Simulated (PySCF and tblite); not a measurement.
Results of a calculation; reference values are marked as such.
System: F₅Si (charge -1), numbered as in [F:1][Si-:2]([F:3])([F:4])([F:5])[F:6].

Motion: Berry pseudorotation at Si2 with F6 as pivot. GFN2-xTB gives an electronic barrier of 1.0 kcal/mol.

The ion is treated without a counter-ion.

Task: What does PBE0/pcSseg-1 + D3(BJ) give on B3LYP-D3(BJ)/def2-SVP geometries?

Result: A barrier of 3.1 kcal/mol, 2.1 above the tight-binding barrier (from unrounded values) and, with GFN2-xTB thermal terms, ΔG‡(298 K) = 3.7 kcal/mol and k = 3.5×10¹⁰ s⁻¹ (3 equivalent paths).

Task: And the level of the geometries itself, B3LYP-D3(BJ)/def2-SVP?

Result: 2.8 kcal/mol.

Programs: tblite and PySCF.
